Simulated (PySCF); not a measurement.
Excitation energy of Ti²⁺ by level of theory

Ti²⁺ [Ar] 3d2 (3F) → Ti²⁺ [Ar] 3d1 4s1 (3D), as a difference of total energies. Calculation: PySCF 2.14, in x2c-TZVPPall with one added diffuse shell each of s, p, d, f type (7s6p5d3f1g, 80 functions); scalar relativity by spin-free X2C-1e. Correlated levels: valence: [Ar] frozen. The calculations carry no spin-orbit coupling.

```tsv
method	excitation energy (eV)
UHF	4.638
MP2 (valence)	4.671
SCS-MP2 (valence)	4.649
CCSD (valence)	4.679
```

How much does correlation contribute at MP2 (valence)?

4.671 − (4.638) = 0.033 eV, measured against UHF.

With two correlated electrons CCSD is exact in that space.
